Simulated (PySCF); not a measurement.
**Ionisation energy of S(3+) by level of theory**

S(3+) [Ne] 3s2 3p1 [3p1/2^1, M_J = 1/2] → S(4+) [Ne] 3s2, as a difference of total energies. Calculation: PySCF 2.14, in x2c-TZVPall-2c; the two-component X2C-1e Hamiltonian. Correlated levels: [Ne] frozen. "Screened" scales the spin-orbit matrix elements by Boettger's factors to mimic the two-electron term; Breit and QED terms are absent.

| method | ionisation energy (eV) | difference from reference (eV) |
| --- | --- | --- |
| GHF (spin-free) | 46.711 | -0.511 |
| GMP2 (spin-free) | 46.939 | -0.283 |
| GHF (screened spin-orbit) | 46.788 | -0.434 |
| GMP2 (screened spin-orbit) | 47.016 | -0.206 |

Reference: 47.222 ± 0.012 eV (semi-empirical (NIST evaluation); NIST Atomic Spectra Database, ionization energies).

Errors of the correlated levels include the incompleteness of this basis and the frozen core.
